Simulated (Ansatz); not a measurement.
The same atomization along the group Cl, Br, I.

Calculated with Ansatz (gas phase, PBE0-D4/def2-TZVP geometries, no zero-point term in ΔE). CCSD(T)/CBS adds triple-zeta CCSD(T) − MP2 to the extrapolated MP2 energy (def2 sets, frozen cores). This one scheme is used for every species, atoms too. DFT in def2-TZVPP. Open shells (•) are unrestricted, without spin–orbit coupling. Spin–orbit coupling would lower the free atoms: a little for C, Cl; clearly for Br; strongly for I. def2 core potentials past Kr. For Br, I outer-core shells are correlated without core-valence functions, so the limit isn't a true one: a few kJ/mol of doubt a bond, and 10 to 20 or more in all where bonds break to atoms. Scalar relativity is left out up to krypton.

```json
{"reaction": "`Clc1cccc2ccccc12` → Cl• + 10 C• + 7 H•", "CCSD(T)/CBS(def2) (kcal/mol)": "2135.1"}
{"reaction": "`Brc1cccc2ccccc12` → Br• + 10 C• + 7 H•", "CCSD(T)/CBS(def2) (kcal/mol)": "2124.5"}
{"reaction": "`Ic1cccc2ccccc12` → I• + 10 C• + 7 H•", "CCSD(T)/CBS(def2) (kcal/mol)": "?"}
```

(1) Fill in the missing values. (Best estimate.)

Largest T1 diagnostic: 0.010, for `Clc1cccc2ccccc12`.

Answers

(1) Ansatz gave: `Ic1cccc2ccccc12` → I• + 10 C• + 7 H•: +2113.5 kcal/mol.

For atomizations the MP2-based limit and the directly extrapolated one differ by several kJ/mol either way, and by 10 to 25 for some Ge, Se and Sn compounds, so smaller differences from it don't rank the levels.
